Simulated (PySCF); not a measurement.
## How methods differ on the ionisation energy of Pm⁵³⁺

Pm⁵³⁺ [He] 2s2 2p4 [2p1/2^2 2p3/2^2, M_J = 2] → Pm⁵⁴⁺ [He] 2s2 2p3 [2p1/2^2 2p3/2^1, M_J = 3/2], as a difference of total energies. All numbers are calculated (PySCF 2.14, the two-component X2C-1e Hamiltonian, in an even-tempered Gaussian basis (17 s from 33 bohr⁻², ratio 2.4; 13 p from 43 bohr⁻², ratio 2.4; 5 d from 150 bohr⁻², ratio 2.6; 4 f from 220 bohr⁻², ratio 2.6)). Correlated levels: nothing frozen; the 32 highest virtual spinors dropped. "Screened" scales the spin-orbit matrix elements by Boettger's factors to mimic the two-electron term; Breit and QED terms are absent.

```csv
method,ionisation energy (eV)
GHF (spin-free),10821.3
GMP2 (spin-free),10823.0
GHF (screened spin-orbit),10679.1
GMP2 (screened spin-orbit),10679.1
```

For this ion Breit and QED terms and the two-electron picture change, all absent here, outweigh the correlation shift from GHF to GMP2.

The spin-free rows relax to the high-spin LS determinant and lack the spin-orbit shift.

The labels give the starting determinants; with spin-orbit coupling the two ends relaxed to ⟨J²⟩ = 6.00, ⟨L²⟩ = 3.24, ⟨S²⟩ = 1.39 and ⟨J²⟩ = 3.75, ⟨L²⟩ = 2.53, ⟨S²⟩ = 1.49.

For comparison: 10671 ± 5 eV (theoretical estimate listed by NIST; NIST Atomic Spectra Database, ionization energies).
